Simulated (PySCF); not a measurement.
## Excitation energy of V+ by level of theory

V+ [Ar] 3d4 (5D) → V+ [Ar] 3d3 4s1 (5F), as a difference of total energies. Computed with PySCF 2.14 in aug-cc-pVTZ (8s7p5d3f2g, 93 functions), with the non-relativistic Hamiltonian (point nucleus). Correlated levels: valence: [Ar] frozen. The calculations carry no spin-orbit coupling.

```csv
method,excitation energy (cm⁻¹)
UHF,-1804.7
MP2 (valence),2094.9
SCS-MP2 (valence),-504.82
CCSD (valence),2265.6
CCSD(T) (valence),2386.9
```

Problem. How much does correlation contribute at CCSD(T) (valence)?

Solution. 2386.9 − (-1804.7) = 4191.6 cm⁻¹, measured against UHF.

These non-relativistic numbers lack the scalar-relativistic shift.

Errors of the correlated levels include the incompleteness of this basis and the frozen core.

For comparison: 2719.9 cm⁻¹ (measured; NIST levels, between the centres of gravity of the two terms).
